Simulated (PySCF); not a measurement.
C5H6F2, SMILES FC(F)[C@H]1C=CC1.

Geometry: PBE0-D3(BJ)/def2-SVP. The structure was generated by enumeration; whether it is a known compound was not checked. The values are those of a single conformer.

Two levels are set side by side: TDDFT-PBE/def2-SVPD (PySCF) and TDDFT-LC-ωPBE/def2-SVPD (PySCF). Vertical, same geometry. The lowest singlet is HOMO→LUMO 36 %, HOMO→LUMO+1 35 %, HOMO−1→LUMO 26 % with PBE and HOMO→LUMO 86 % with the other functional; states are paired by order. Differences are taken from unrounded values.

```tsv
quantity	TDDFT-LC-ωPBE	TDDFT-PBE	TDDFT-PBE minus TDDFT-LC-ωPBE
lowest singlet excitation (eV)	7.28	6.52	-0.76
lowest triplet excitation (TDA) (eV)	4.10	4.34	0.24
first bright state (f over 0.05) (eV)	7.28	6.52	-0.76
its oscillator strength	0.22	0.06	-0.17
```

A lower first singlet is the usual sign of a functional without exact exchange. Differences between two approximate levels are no errors against the true value.

Rough cost on one machine, each run with all the roots and properties that it gave: TDDFT-LC-ωPBE against TDDFT-PBE about 6 times.
